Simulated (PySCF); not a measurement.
Structure elucidation problem

An unknown has the formula C5H15NSi2. Its calculated NMR data are:

1H NMR (400 MHz, computed): δ 7.72 (m, 1H), 7.36 (m, 1H), 4.90 (d, 2H), 4.46 (m, 2H), 2.59 (s, 6H), 0.18 (t, 3H).

13C{1H} NMR (computed): δ 161.8, 156.1, 41.1, -5.4.

Theoretical values (PySCF 2.14): GIAO PBE0/pcSseg-1 shieldings, structure optimised with GFN2-xTB. Gas phase, one averaged value for each set of equivalent atoms, a single conformation, no relativistic terms.

Scale: TMS for 1H and 13C (reference shieldings calculated alike).

Task: What is the structure?

Result: 
1. Rings plus π bonds: 1 (no ring in the answer).
2. 4 carbon signals for 5 carbons: some carbons are equivalent by symmetry or fast rotation.
3. Carbon types of the structure: 2 × CH, 3 × CH3, leaving 4 H on heteroatoms.
4. δC 161.8, 156.1: alkene CH; an sp2 carbon of a C=C bond.
5. δC 41.1: methyl carbon bonded to N; deshielded by the electronegative neighbour.
6. δC -5.4: methyl carbon bonded to Si; an electropositive neighbour leaves it electron-rich and shielded.
7. δH 7.72, 7.36: hydrogen on an alkene CH; attached to an sp2 carbon and in the plane of the double bond.
8. δH 4.46: hydrogen on a silicon bonded to 2 C.
9. δH 2.59: hydrogen on a methyl carbon bonded to N; its carbon carries N, an electronegative neighbour.
10. δH 0.18: hydrogen on a methyl carbon bonded to Si; an electropositive neighbour shields it, as in TMS itself.

The compound is `C[SiH2]/C=C\[SiH2]N(C)C`.

The data come from this structure; uniqueness wasn't tested.

Shifts are as computed. Against solution values, carbons near 30 ppm lie about +3 ppm off and those near 130 ppm about +5 ppm. Of 1211 compounds with measured shifts, 218 miss one by over three times the rms of a fit or turn the order of signals round; such compounds aren't used in these exercises. No couplings were computed; multiplicities are counted from neighbouring protons, with m where these are inequivalent, close in shift, in a saturated or five-membered ring or joined by F or P, and br s for small geminal =CH2 splittings.
